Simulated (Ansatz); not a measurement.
Consider the redistribution: `C=C[SiH2]O[SiH](F)F` + `O[SiH2][AsH2]` → `C=C[SiH2][AsH2]` + `O[SiH2]O[SiH](F)F`.

Isolated molecules relaxed with PBE0-D4/def2-TZVP in Ansatz; ΔE leaves out vibrations. CCSD(T)/CBS is the MP2 limit (def2-TZVPP, def2-QZVPP) plus CCSD(T) − MP2 in def2-TZVPP, frozen cores. DFT in def2-TZVPP. For As outer-core shells are correlated without core-valence functions, which leaves a few kJ/mol of doubt a bond. Scalar relativity is left out up to krypton. Each species was taken in one conformer, which may not be the lowest.

`C=C[SiH2]O[SiH](F)F`:

```xyz
13

C     1.159    1.364   -1.021
C     1.250    0.078   -1.347
Si    0.463   -1.295   -0.389
O    -0.358   -0.685    0.902
Si   -1.580    0.072    1.599
F    -1.312    1.633    1.593
F    -2.914   -0.161    0.781
H     1.634    2.141   -1.613
H     0.607    1.701   -0.149
H     1.820   -0.190   -2.237
H     1.486   -2.228    0.144
H    -0.482   -2.058   -1.245
H    -1.772   -0.373    2.981
```

`O[SiH2][AsH2]`:

Z-matrix (Å, degrees):
```
Si
As 1 2.354
O 1 1.651 2 105.3
H 1 1.491 2 108.2 3 119.5
H 1 1.490 2 113.5 3 -121.1
H 2 1.525 1 90.2 3 176.4
H 2 1.522 1 92.4 3 84.3
H 3 0.958 1 117.7 2 -173.7
```

`C=C[SiH2][AsH2]`:

```xyz
11

C     1.703   -0.178   -1.020
C     0.520   -0.633   -0.615
Si   -0.211   -0.223    1.042
As   -2.197    1.063    0.923
H     2.322    0.450   -0.384
H     2.108   -0.412   -2.000
H    -0.057   -1.256   -1.297
H     0.789    0.549    1.829
H    -0.566   -1.462    1.786
H    -2.799    0.128   -0.118
H    -1.613    1.975   -0.147
```

`O[SiH2]O[SiH](F)F`:

Z-matrix (Å, degrees):
```
Si
O 1 1.641
O 1 1.634 2 111.2
H 1 1.481 2 106.0 3 -120.9
H 1 1.476 2 109.4 3 116.7
Si 2 1.601 1 153.2 3 -92.7
H 3 0.958 1 118.8 2 -74.6
F 6 1.580 2 109.2 1 -117.4
F 6 1.582 2 110.3 1 -0.2
H 6 1.465 2 111.8 1 121.8
```

Problem. Is it downhill or uphill in electronic energy at CCSD(T)/CBS, and by how much? (Estimate.)

Solution. The calculation gave: Downhill: ΔE = -22.3 kJ/mol.

Problem. What do these levels give: PBE0-D4, ωB97X-V, ωB97M-V, B2PLYP, PBE, r2SCAN, HF/def2-TZVPP, MP2/def2-TZVPP, CCSD/def2-TZVPP, HF/def2-QZVPP, MP2/def2-QZVPP, HF/CBS(def2)? (Estimate.)

Solution. Ansatz gave: PBE0-D4 -21.5, ωB97X-V -19.7, ωB97M-V -20.6, B2PLYP -23.1, PBE -23.1, r2SCAN -22.4, HF/def2-TZVPP -22.0, MP2/def2-TZVPP -25.2, CCSD/def2-TZVPP -22.8, HF/def2-QZVPP -22.2, MP2/def2-QZVPP -24.7, HF/CBS(def2) -22.2 kJ/mol.

Largest T1 diagnostic among the species: 0.012.
